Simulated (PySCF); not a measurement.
SnO, optimised at PBE0/def2-TZVP:

```xyz
2

O      0.0035    -0.6700     0.6142
Sn    -0.0035     0.6700    -0.6142
```

Method: PySCF energies (xtb for GFN2) plus ideal-gas RRHO corrections (1 bar). All species are closed-shell singlets. Sn: scalar-relativistic def2 core potential, no spin-orbit coupling.

Problem. List the harmonic frequencies (cm⁻¹, unscaled) at this level and at the other levels, each on its own geometry.

Solution. 
- PBE0/def2-TZVP: 873
- GFN2-xTB: 706
- PBE/def2-SVP: 793
